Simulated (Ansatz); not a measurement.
Consider the cleavage of the B–Si bond: `NB[SiH2]O` + `O[SiH2]F` → `NBO[SiH2]F` + `O[SiH3]`.

Isolated molecules relaxed with PBE0-D4/def2-TZVP in Ansatz; ΔE leaves out vibrations. CBS: MP2 limit from def2 TZ/QZ plus the TZ coupled-cluster correction, frozen cores. DFT in def2-TZVPP. Each species was taken in one conformer, which may not be the lowest.

`NB[SiH2]O`:

Z-matrix (Å, degrees):
```
Si
B 1 2.019
O 1 1.661 2 112.7
H 1 1.498 2 109.6 3 -123.3
H 1 1.491 2 112.4 3 118.2
N 2 1.386 1 121.2 3 -132.5
H 2 1.203 1 121.8 3 48.2
H 3 0.958 1 116.4 2 -47.6
H 6 1.007 2 123.3 1 -178.8
H 6 1.007 2 123.5 1 1.6
```

`O[SiH2]F`:

Cartesian coordinates in Å:
```
O 0.911 -0.759 -0.462
Si -0.175 0.352 0.031
F -0.172 0.487 1.621
H 0.732 -1.687 -0.304
H 0.260 1.639 -0.542
H -1.556 -0.031 -0.343
```

`NBO[SiH2]F`:

Z-matrix (Å, degrees):
```
Si
F 1 1.594
O 1 1.625 2 109.4
H 1 1.476 2 107.3 3 117.2
H 1 1.480 2 107.3 3 -120.6
B 3 1.377 1 132.5 2 -94.5
N 6 1.392 3 119.1 1 175.4
H 6 1.200 3 120.8 1 -5.0
H 7 1.003 6 122.6 3 179.9
H 7 1.006 6 122.7 3 -0.8
```

`O[SiH3]`:

```xyz
6

O    -0.413    0.200   -1.197
Si    0.134    0.111    0.355
H    -0.630   -0.620   -1.642
H    -0.870   -0.517    1.257
H     0.386    1.507    0.777
H     1.392   -0.681    0.450
```

CCSD(T)/CBS gives -141.4 kJ/mol.

(1) Another level gave -144.5 kJ/mol. Which?
A. SCS-MP2/def2-TZVPP
B. PBE-D4/def2-TZVPP
C. PBE0/def2-TZVPP
D. ωB97M-V/def2-TZVPP

Largest T1 diagnostic among the species: 0.013.

## Answers

(1) D. ωB97M-V -144.5, SCS-MP2/def2-TZVPP -149.5, PBE0 -133.3, PBE-D4 -125.6 kJ/mol.

In def2-TZVPP, CCSD(T) changes the Hartree–Fock value by +24.7 kJ/mol (the triples alone add +2.9 kJ/mol) and MP2 by +20.0 kJ/mol. From PBE to PBE0 (25 % exact exchange), in def2-TZVPP and without D4, ΔE moves by −7.5 kJ/mol.
